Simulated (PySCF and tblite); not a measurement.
The numbers below are computed, except where a source is named.
**Barrier and rate of a rotation**

System: C₃H₈B₂F₃N, numbered as in [BH2:1][NH:2][BH:3][CH2:4][CH2:5][C:6]([F:7])([F:8])[F:9].

Motion: rotation about the B1–N2 bond (torsion H–B1–N2–B3 from 180° to 360°, rising). Level: PBE0/pcSseg-1 + D3(BJ) on GFN2-xTB stationary points, with GFN2-xTB thermal terms. Rates follow Eyring's equation with the number of equivalent paths and no tunnelling. Shieldings: GIAO at the same DFT level; methyl-like tops are averaged, other torsions stay as in the two minima; line shapes leave out couplings; of unlike H on one atom, [a] is the less shielded. (PySCF 2.14 with density fitting, tblite 0.8.)

```csv
point,symmetry,E(GFN2) kcal/mol,E(DFT) kcal/mol,ZPE change kcal/mol,lowest mode cm⁻¹,dipole D
start,Cs,0.0,0.0,0.00,29,3.40
saddle,Cs,12.7,20.2,-1.59,579i,3.91
end,Cs,0.0,0.0,0.00,29,3.40
```

| Item | Value |
| --- | --- |
| Electronic barrier | 20.2 kcal/mol |
| Barrier with zero-point energy | 18.6 kcal/mol |
| ΔH‡ (298 K) | 18.6 kcal/mol |
| ΔS‡ (298 K, symmetry apart) | 1.1 cal/(mol K) |
| Paths | 2 equivalent paths |
| End point | the same structure with atoms interchanged, or its mirror image |
| Mean lifetime of the start against this motion at 298 K | 1.9 s |
| Cost | 110 s on 1 thread of Intel Xeon @ 2.80GHz, on a host shared with other jobs (rough), peak memory 0.87 GiB, launched as `OMP_NUM_THREADS=1 python ens_run.py task.json out` |

| T/K | ΔG‡ kcal/mol | k s⁻¹ |
| --- | --- | --- |
| 150 | 18.4 | 9.7×10⁻¹⁵ |
| 200 | 18.3 | 7.7×10⁻⁸ |
| 250 | 18.3 | 0.0011 |
| 298 | 18.2 | 0.54 |
| 350 | 18.2 | 64 |
| 400 | 18.2 | 1990 |
| 500 | 18.1 | 2.5×10⁵ |

ΔG and ΔG‡ leave out symmetry numbers and mirror images; rates count paths: 2 out.

Sites that the motion interchanges:

```tsv
nucleus	site	ppm	scale
¹H	H on B1 [b]	5.52	δ against TMS
¹H	H on B1 [a]	5.68	δ against TMS
```

| nucleus | sites | ¹H MHz | spread Hz | coalescence K | k there s⁻¹ |
| --- | --- | --- | --- | --- | --- |
| ¹H | H on B1 [b] / H on B1 [a] | 100 | 16 | 342 | 35 |
| ¹H | H on B1 [b] / H on B1 [a] | 270 | 44 | 355 | 96 |
| ¹H | H on B1 [b] / H on B1 [a] | 360 | 58 | 359 | 128 |
